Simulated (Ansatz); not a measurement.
`[NH2][Ga]([Cl])[Cl]` + H₂O → `[OH][Ga]([Cl])[Cl]` + NH₃ at 500 K and 1 bar (formal hydrolysis of a Ga–N bond).

Gas-phase electronic energies from Ansatz, PBE0-D4/def2-TZVP geometries. CCSD(T)/CBS adds triple-zeta CCSD(T) − MP2 to the extrapolated MP2 energy (def2 sets, frozen cores). This one scheme is used for every species. For Ga outer-core shells are correlated without core-valence functions, which leaves a few kJ/mol of doubt a bond. Scalar relativity is left out up to krypton. Each species was taken in one conformer, which may not be the lowest.

```json
{"species": "`[NH2][Ga]([Cl])[Cl]`", "CCSD(T)/CBS energy (Eh)": "-2899.54184", "H − E (kJ/mol)": "112.3", "S (J/(mol·K))": "399.1"}
{"species": "H₂O", "CCSD(T)/CBS energy (Eh)": "-76.37941", "H − E (kJ/mol)": "73.2", "S (J/(mol·K))": "206.3"}
{"species": "`[OH][Ga]([Cl])[Cl]`", "CCSD(T)/CBS energy (Eh)": "-2919.41483", "H − E (kJ/mol)": "78.2", "S (J/(mol·K))": "379.7"}
{"species": "NH₃", "CCSD(T)/CBS energy (Eh)": "-56.50880", "H − E (kJ/mol)": "108.2", "S (J/(mol·K))": "211.8"}
```

H − E and S are ideal-gas, rigid-rotor, harmonic terms from PBE0-D4/def2-TZVP, for one conformer and one mirror image of each species. 1 Eh = 2625.50 kJ/mol, R = 8.31446 J/(mol·K).

Task: By hand: ΔE, ΔH, ΔS and ΔG.

Result: ΔE = (-2919.41483) + (-56.50880) − (-2899.54184) − (-76.37941) = -0.00238 Eh = -6.2 kJ/mol. Δ(H − E) = 78.2 + 108.2 − 112.3 − 73.2 = 0.9, so ΔH = -5.3 kJ/mol. ΔS = 379.7 + 211.8 − 399.1 − 206.3 = -13.9 J/(mol·K). ΔG = -5.3 − 500 × (-13.9)/1000 = 1.7 kJ/mol.

Task: By hand: the equilibrium constant, and the temperature at which ΔG would vanish if ΔH and ΔS stayed fixed.

Result: log₁₀ K = −ΔG/(RT ln 10) = -0.2. ΔG = 0 at ΔH/ΔS = 381 K, though so small a ΔH makes that figure unsure.

TΔS isn't small against ΔH here. The sign of ΔG lies within the doubt. A doubt of 5 kJ/mol in ΔE shifts log₁₀ K by 0.5 here. Other conformers and mirror images would add mixing entropy, several J/(mol·K) or more a flexible species. Modes under 60 cm⁻¹, often nearly free rotors, make the harmonic entropy too high. These are equilibria of isolated gas molecules and say nothing of rates. Largest T1 diagnostic: 0.012 (customary marks: 0.02 for closed shells, 0.045 for open ones).
